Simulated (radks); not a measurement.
Results of a calculation; reference values are marked as such.
All-electron atom: Nd in [Xe] 4f4 6s1 6p1 (not the ground configuration). Level of theory: Dirac Kohn-Sham, LDA (Slater exchange, Perdew-Wang correlation), spin-unpolarised, spherical densities, point nucleus; open shells are shared between the two j in proportion to 2j + 1 (a radial shooting solver on a logarithmic mesh with Libxc functionals).

X-ray form factor f0, the Fourier transform of the density (f0(0) = 60):

sin(theta)/lambda (1/angstrom)  f0 (electrons)
0.05                                    58.381
0.1                                     55.272
0.15                                    51.995
0.2                                     48.627
0.25                                    45.290
0.3                                     42.159
0.4                                     36.807
0.5                                     32.521
0.6                                     28.953
0.8                                     23.355
1                                       19.538
1.25                                    16.497
1.5                                     14.285
2                                       10.468
